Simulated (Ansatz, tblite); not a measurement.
Cost and result up the ladder for Li₉Cl₉ (started as a model of: 2x3x3 LiCl rock-salt block) (18 atoms). The state is a singlet with charge 0. Geometry: PBE-D4/def2-SVP.

```xyz
18

Li    0.178   -2.467    2.145
Cl   -1.835   -1.392    1.818
Li   -2.972    0.537    1.264
Cl    0.946   -2.778   -0.007
Li   -0.784   -0.959   -0.466
Cl   -2.670    0.669   -1.018
Li    1.874   -1.879   -1.917
Cl    0.112   -0.717   -2.843
Li   -1.276    1.124   -2.798
Cl    1.567   -0.990    3.139
Li   -0.252    0.485    2.553
Cl   -1.843    2.262    2.185
Li    2.331   -0.803    0.857
Cl    0.697    0.852    0.414
Li   -1.026    2.399   -0.081
Cl    3.403   -0.353   -1.258
Li    1.556    1.111   -1.777
Cl   -0.007    2.898   -2.211
```

Ansatz on 4 threads of Arm Neoverse V1 on a shared host; xTB runs through tblite on one thread. Times are rough, summed over both states, and most runs start from the orbitals of an earlier one. r2SCAN0-D4/def2-TZVP serves as the yardstick here, not as an exact answer. The other state is a doublet.

The xTB rows come from tblite.

Raw xTB energies of ions are shifted by several eV.

| level | functions | vertical IE (eV) | difference from r2SCAN0-D4/def2-TZVP (eV) |
| --- | --- | --- | --- |
| GFN2-xTB | 117 | 13.01 | 2.98 |
| r2SCAN0-D4/def2-TZVP | 459 | 10.02 | 0.00 |
| PBE0-D4/def2-TZVP (with forces) | 459 | 9.82 | -0.21 |
| GFN1-xTB | 117 | 14.30 | 4.27 |

**Question.** Estimate how long each takes.

**Answer.** GFN1-xTB 0.052 s; GFN2-xTB 0.077 s; r2SCAN0-D4/def2-TZVP 3.9 min; PBE0-D4/def2-TZVP (with forces) 4 min. On shared hardware such times vary by a factor of up to 3.
